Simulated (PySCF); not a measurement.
Fractional electron number in Ir (iridium, neutral)

The 6s beta orbital of [Xe] 4f14 5d7 6s2 is emptied in steps (occupation f), with all orbitals relaxed, ending at [Xe] 4f14 5d7 6s1. All numbers are calculated (PySCF 2.14, a scalar-relativistic core potential, in aug-cc-pVTZ-PP with ECP60MDF (6s6p5d3f2g, 88 functions)). The exact energy is a straight line in f; departures are measured from the line between the end points of the same method.

**Question.** Among BHandHLYP, wB97X, BLYP, which shows the largest delocalisation error (convex curve), and which is closest to linear?

**Answer.** Most convex: BLYP (-0.850 eV at f = 0.5); closest to linear: wB97X (-0.170 eV).

```tsv
f	BHandHLYP (eV)	wB97X (eV)	BLYP (eV)
1	0.000	0.000	0.000
0.75	-0.299	-0.121	-0.632
0.5	-0.405	-0.170	-0.850
0.25	-0.308	-0.129	-0.643
0	0.000	0.000	0.000
```

```
   method  E(f=0) − E(f=1) (eV)  −ε at f=1 (eV)  −ε at f=0.5 (eV)
BHandHLYP                 8.579           7.001             8.555
    wB97X                 9.142           8.541             9.110
     BLYP                 9.061           5.722             9.031
```

As f goes to zero the orbital energy of a semilocal functional can turn back, because the density of that orbital vanishes from the exchange-correlation potential.

Reference removal energy between the ground levels: 8.967 eV (measured; NIST Atomic Spectra Database, ionization energies). The calculation has no spin-orbit coupling.
